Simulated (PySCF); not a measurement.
A structure optimised at B3LYP-D3(BJ)/def2-TZVP, used in a PySCF frequency run:

```xyz
3

Bi     0.0000     0.0000     0.2408
F      0.0000    -1.5066    -1.1103
F      0.0000     1.5066    -1.1103
```
Charge 0, spin multiplicity 2.

Task: Write its SMILES, formula and point group.

Result: [F][Bi][F], BiF2, C2v

Task: What are its rotational constants (standard atomic weights)?

Result: 8.6105, 5.8598, 3.4868 GHz
